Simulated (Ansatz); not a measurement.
One change: `[AlH2][SiH2][SiH2]Cl` becomes `C[SiH](Cl)[SiH2][AlH2]`.

Ansatz, PBE0-D4/def2-TZVP geometries, multiplicity 1. Each molecule was computed in one conformer, which needn't be the lowest. `[AlH2][SiH2][SiH2]Cl` holds a close contact that its SMILES doesn't draw: Cl···Al 2.53 Å. `C[SiH](Cl)[SiH2][AlH2]` holds a close contact that its SMILES doesn't draw: Al···Cl 2.52 Å.

| property | `[AlH2][SiH2][SiH2]Cl` |
| --- | --- |
| size of the dipole moment (B3LYP/def2-TZVPP) / D | 2.03 |
| HOMO–LUMO gap (PBE0/def2-TZVPP) / eV | 5.82 |
| HOMO–LUMO gap (ωB97M-V/def2-TZVPP) / eV | 9.46 |
| LUMO energy (B3LYP/def2-TZVPP) / eV | -1.54 |
| HOMO energy (ωB97M-V/def2-TZVPP) / eV | -9.16 |
| LUMO energy (ωB97M-V/def2-TZVPP) / eV | 0.30 |

(1) What does the change do to each property? (Estimate.)

Answers

(1) Ansatz gave: 
```json
{"property": "size of the dipole moment (B3LYP/def2-TZVPP) / D", "`C[SiH](Cl)[SiH2][AlH2]`": "2.76", "shift": "0.73"}
{"property": "HOMO–LUMO gap (PBE0/def2-TZVPP) / eV", "`C[SiH](Cl)[SiH2][AlH2]`": "5.95", "shift": "0.13"}
{"property": "HOMO–LUMO gap (ωB97M-V/def2-TZVPP) / eV", "`C[SiH](Cl)[SiH2][AlH2]`": "9.56", "shift": "0.10"}
{"property": "LUMO energy (B3LYP/def2-TZVPP) / eV", "`C[SiH](Cl)[SiH2][AlH2]`": "-1.20", "shift": "0.34"}
{"property": "HOMO energy (ωB97M-V/def2-TZVPP) / eV", "`C[SiH](Cl)[SiH2][AlH2]`": "-8.95", "shift": "0.21"}
{"property": "LUMO energy (ωB97M-V/def2-TZVPP) / eV", "`C[SiH](Cl)[SiH2][AlH2]`": "0.61", "shift": "0.31"}
```

With PBE0 the HOMO rises by 0.20 eV and the LUMO rises by 0.33 eV, so the gap widens by about 0.13 eV. PBE moves the HOMO by 0.21 eV and ωB97M-V by 0.21 eV. Dipoles are sizes alone; their direction can turn.

B3LYP here is the variant with VWN-RPA as its local correlation; programs differ in this.
